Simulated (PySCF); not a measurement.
## Electric field gradients and quadrupole coupling constants

Species: C4H13FN2Si2.
Z-matrix (Å and degrees, GFN2-xTB geometry), rows numbered from 1:
```
F 
C   1  1.3787
C   2  1.5173  1  110.48
C   3  1.5373  2  114.82  1    71.38
Si  4  1.9170  3  114.30  2   -50.24
C   4  1.5305  3  110.17  2    76.81
N   6  1.4475  4  106.71  3    78.55
Si  7  1.7220  6  111.09  4    32.16
N   4  1.4598  3  109.34  2  -169.78
H   2  1.0952  1  106.19  3  -120.77
H   2  1.0938  1  106.30  3   122.23
H   3  1.0926  2  108.86  1  -166.94
H   3  1.0935  2  107.89  1   -49.90
H   5  1.4616  4  110.82  3    74.53
H   5  1.4640  4  106.05  3  -166.79
H   5  1.4609  4  108.50  3   -48.73
H   6  1.0950  4  111.26  3   -41.46
H   6  1.0995  4  109.67  3  -160.51
H   7  1.0059  6  113.62  4   176.02
H   8  1.4661  7  106.59  6  -133.79
H   8  1.4652  7  119.00  6    98.16
H   9  1.0060  4  113.76  3    59.63
```

Field gradients from the PBE0/pcSseg-1 density (PySCF, non-relativistic), principal values in atomic units, ordered |Vxx| ≤ |Vyy| ≤ |Vzz|:

```
atom     Vxx     Vyy      Vzz
  N7  0.3128  0.7458  -1.0586
  N9  0.3149  0.7501  -1.0650
```

Task: Find the asymmetry η = (Vxx − Vyy)/Vzz and the couplings χ = eQV/h (234.96 MHz × Q in barn × V in au), with Q(14N) = 0.02044 b.

Result: 
| atom | environment | nucleus | η | χzz (MHz) | χxx (MHz) | χyy (MHz) |
| --- | --- | --- | --- | --- | --- | --- |
| N7 | silicon-bound nitrogen | 14N | 0.41 | -5.08 | 1.50 | 3.58 |
| N9 | silicon-bound nitrogen | 14N | 0.41 | -5.11 | 1.51 | 3.60 |

Task: What is Vzz at N9 in SI units (1 au = 9.71736 × 10²¹ V/m²)?

Result: -1.0650 au = -10.349 × 10²¹ V/m².

Task: What couplings would deuterons (Q(2H) = 0.00286 b) have in place of the hydrogens, at this geometry?

Result: 
| atom | bonded to | bond length (Å) | Vzz (au) | η | χzz (kHz) |
| --- | --- | --- | --- | --- | --- |
| H10 | C2 | 1.095 | 0.2889 | 0.08 | 194 |
| H11 | C2 | 1.094 | 0.2907 | 0.07 | 195 |
| H12 | C3 | 1.093 | 0.2982 | 0.04 | 200 |
| H13 | C3 | 1.093 | 0.3000 | 0.04 | 202 |
| H14 | Si5 | 1.462 | 0.1654 | 0.04 | 111 |
| H15 | Si5 | 1.464 | 0.1635 | 0.02 | 110 |
| H16 | Si5 | 1.461 | 0.1660 | 0.04 | 112 |
| H17 | C6 | 1.095 | 0.2964 | 0.03 | 199 |
| H18 | C6 | 1.100 | 0.2857 | 0.06 | 192 |
| H19 | N7 | 1.006 | 0.4310 | 0.16 | 290 |
| H20 | Si8 | 1.466 | 0.1581 | 0.03 | 106 |
| H21 | Si8 | 1.465 | 0.1582 | 0.04 | 106 |
| H22 | N9 | 1.006 | 0.4294 | 0.17 | 289 |

Isolated species at its GFN2-xTB geometry (one conformer only). GFN2-xTB bond lengths can be off by several hundredths of an ångström, more for odd bonds, and the gradients follow them. The small basis limits the accuracy of the gradients.
